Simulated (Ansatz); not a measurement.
Be₂S₂⁻. The state is a doublet with charge -1. Geometry PBE0-D4/def2-TZVPD; atoms count from 1.

```xyz
4

Be   -0.434   -0.062    0.928
Be    0.435    0.062   -0.928
S     0.004    1.651    0.111
S    -0.004   -1.651   -0.111
```

The structure comes from a short search, and lower isomers may exist.

(1) Estimate the Mulliken populations from the PBE0/def2-TZVPD orbitals of Ansatz.

(2) Where does the spin sit?

(3) And the Mayer bond orders between heavy atoms (over 0.3)?

Results:

(1) 
| atom | charge (e) | spin (α − β) |
| --- | --- | --- |
| Be1 | -0.47 | 0.63 |
| Be2 | -0.47 | 0.63 |
| S3 | -0.03 | -0.13 |
| S4 | -0.03 | -0.13 |
Mulliken values depend strongly on the basis. With diffuse functions, as here, like atoms can get unlike values, and bond orders can come out too low or too high.

(2) Summed by element: Be 1.27, S -0.27, of 1 unpaired in all. Largest on single atoms: Be2 0.63, Be1 0.63, S3 -0.13.

(3) Be1–Be2 0.83 (2.05 Å); Be1–S3 1.06 (1.95 Å); Be1–S4 1.06 (1.95 Å); Be2–S3 1.06 (1.95 Å); Be2–S4 1.06 (1.95 Å).
